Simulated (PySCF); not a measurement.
# Dipole response of Br²⁺ (bromine, charge +2)

[Ar] 3d10 4s2 4p3, high-spin 4S determinant. All numbers are calculated (PySCF 2.14, a scalar-relativistic core potential, in aug-cc-pVTZ-PP with ECP10MDF (6s5p4d2f, 55 functions)). Coupled (time-dependent) response in atomic units; α is the mean over directions.

```
method  mean α (bohr³)  C₆ (like pair)  S(−4)
   UHF           8.395           39.87  16.52
   PBE           8.353           39.71  15.70
  PBE0           8.307           39.42  15.54
 M06-L           8.128           39.14  13.97
M06-2X           8.180           37.82  15.55
```

S(−4) is the Cauchy moment in α(ω) = α(0) + S(−4) ω² + …

α(iu) at PBE:

```csv
u (hartree),α(iu) (bohr³)
0,8.353
0.0500,8.314
0.100,8.199
0.200,7.773
0.300,7.158
0.500,5.740
0.750,4.179
1.00,3.059
1.50,1.775
2.00,1.146
3.00,0.5945
5.00,0.2506
```

A single London oscillator, α(iu) = α/(1 + u²/ω²), gives C₆ = (3/4) ω α². Matching the computed C₆ needs ω = 4 × 39.71 / (3 × 8.353²) = 0.759 hartree.

For an ion, C₆ is the dispersion term alone; charge-induced terms of lower order in 1/R come first.

Energies and moments cover only the electrons outside the core potential.
